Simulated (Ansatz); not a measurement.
Wavefunction ladder for `C[OH+][Ga-]([F])([F])[F]`

```xyz
10

C    -1.004    0.122   -1.021
O     0.286    0.475   -0.488
Ga    1.014   -0.446    1.151
F     1.660    1.051    1.800
F     2.114   -1.649    0.537
F    -0.496   -1.033    1.820
H    -1.180    0.697   -1.929
H    -1.785    0.297   -0.281
H    -0.959   -0.938   -1.260
H     0.350    1.424   -0.329
```

The species carries charge 0 and has multiplicity 1. Correlated methods include outer-core shells of Ga, which these sets cover unevenly. Scalar relativity is left out up to krypton. The structure was optimised at the PBE0-D4/def2-TZVP level. It is one conformer, not always the lowest. Frozen core, restricted reference, the Gaussian-basis code of Ansatz.

| basis | HF (Eh) | MP2 corr. |
| --- | --- | --- |
| def2-SVP | -2336.20314 | -1.10633 |
| def2-TZVPP | -2336.97147 | -1.39951 |
| def2-QZVPP | -2337.03237 | -1.74990 |

(1) Estimate the CCSD correlation energy and the (T) correction in each basis where they were run (hartree).

Answers

(1) 
```tsv
basis	CCSD corr.	(T)
def2-SVP	-1.12073	-0.02223
def2-TZVPP	-1.40656	-0.04490
```
